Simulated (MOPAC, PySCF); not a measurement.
A series of substituents X on one scaffold: SiF3-X. All species are isolated molecules in the gas phase. Strings in code marks are SMILES.

Quantity: vertical ionisation energy (energy after one electron is removed minus that of the parent at the parent's geometry), in eV.

Level 1: PBE/6-31G* // PBE-D3(BJ)/def2-TZVP (PySCF)
Level 2: minus the HOMO energy of HF/STO-3G // PBE-D3(BJ)/def2-TZVP (PySCF)
Level 3: minus the HOMO energy of PBE-D3(BJ)/def2-TZVP (PySCF)
Level 4: minus the HOMO energy of PM3 // PBE-D3(BJ)/def2-TZVP (MOPAC)

| species | level 2 | level 3 | level 4 |
|---|---|---|---|
| `F[SiH](F)F` | 10.87 | 9.58 | 11.57 |

Q: What does level 1 give for each?

A: 
- `F[SiH](F)F`: 13.18
